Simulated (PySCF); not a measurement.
# SMILES C=C(CC)C(C)C, C$_{7}$H$_{14}$

Molfile (atoms numbered from 1):
```
C7H14
     RDKit          3D

 21 20  0  0  0  0  0  0  0  0999 V2000
    0.2500   -1.1249   -1.2886 C   0  0  0  0  0  0  0  0  0  0  0  0
    0.2299   -0.3228   -0.2187 C   0  0  0  0  0  0  0  0  0  0  0  0
    1.4677    0.2927    0.3749 C   0  0  0  0  0  0  0  0  0  0  0  0
    2.7852   -0.0168   -0.3097 C   0  0  0  0  0  0  0  0  0  0  0  0
   -1.0693    0.0494    0.4820 C   0  0  0  0  0  0  0  0  0  0  0  0
   -1.8407   -1.1774    0.9631 C   0  0  0  0  0  0  0  0  0  0  0  0
   -1.9370    0.9475   -0.3992 C   0  0  0  0  0  0  0  0  0  0  0  0
    1.1772   -1.3860   -1.8029 H   0  0  0  0  0  0  0  0  0  0  0  0
   -0.6696   -1.5549   -1.6955 H   0  0  0  0  0  0  0  0  0  0  0  0
    1.3124    1.3875    0.4122 H   0  0  0  0  0  0  0  0  0  0  0  0
    1.5157   -0.0122    1.4372 H   0  0  0  0  0  0  0  0  0  0  0  0
    2.7846    0.3245   -1.3563 H   0  0  0  0  0  0  0  0  0  0  0  0
    3.6201    0.4821    0.2042 H   0  0  0  0  0  0  0  0  0  0  0  0
    2.9930   -1.0979   -0.3119 H   0  0  0  0  0  0  0  0  0  0  0  0
   -0.7943    0.6362    1.3762 H   0  0  0  0  0  0  0  0  0  0  0  0
   -1.2181   -1.8119    1.6117 H   0  0  0  0  0  0  0  0  0  0  0  0
   -2.7366   -0.8809    1.5312 H   0  0  0  0  0  0  0  0  0  0  0  0
   -2.1733   -1.7954    0.1146 H   0  0  0  0  0  0  0  0  0  0  0  0
   -2.8383    1.2796    0.1401 H   0  0  0  0  0  0  0  0  0  0  0  0
   -2.2620    0.4115   -1.3046 H   0  0  0  0  0  0  0  0  0  0  0  0
   -1.3852    1.8427   -0.7245 H   0  0  0  0  0  0  0  0  0  0  0  0
  1  2  2  0
  2  3  1  0
  3  4  1  0
  2  5  1  0
  5  6  1  0
  5  7  1  0
  1  8  1  0
  1  9  1  0
  3 10  1  0
  3 11  1  0
  4 12  1  0
  4 13  1  0
  4 14  1  0
  5 15  1  0
  6 16  1  0
  6 17  1  0
  6 18  1  0
  7 19  1  0
  7 20  1  0
  7 21  1  0
M  END
```

The calculation used PySCF, quadratic response CAM-B3LYP/aug-cc-pVDZ first hyperpolarisability, Taylor convention, gas phase. Geometry: PBE0-D3(BJ)/def2-SVP.

Question: Give the tensor of the second harmonic β(−2ω;ω,ω) at 1064 nm in the axes of these coordinates.

Answer: In au, Taylor convention; rows are the first index (the induced dipole):
```tsv
	xx	yy	zz	xy	xz	yz
x	+30.7	+2.9	+10.7	-0.7	-2.0	-0.4
y	+0.1	+56.7	-5.8	+2.7	-0.3	+6.9
z	-1.0	+8.5	+53.7	-0.3	+10.7	-6.9
```
Norm of βᵢ = ⅓ Σⱼ (βᵢⱼⱼ + βⱼᵢⱼ + βⱼⱼᵢ): 89.2 au, hyper-Rayleigh value 36.8 au.
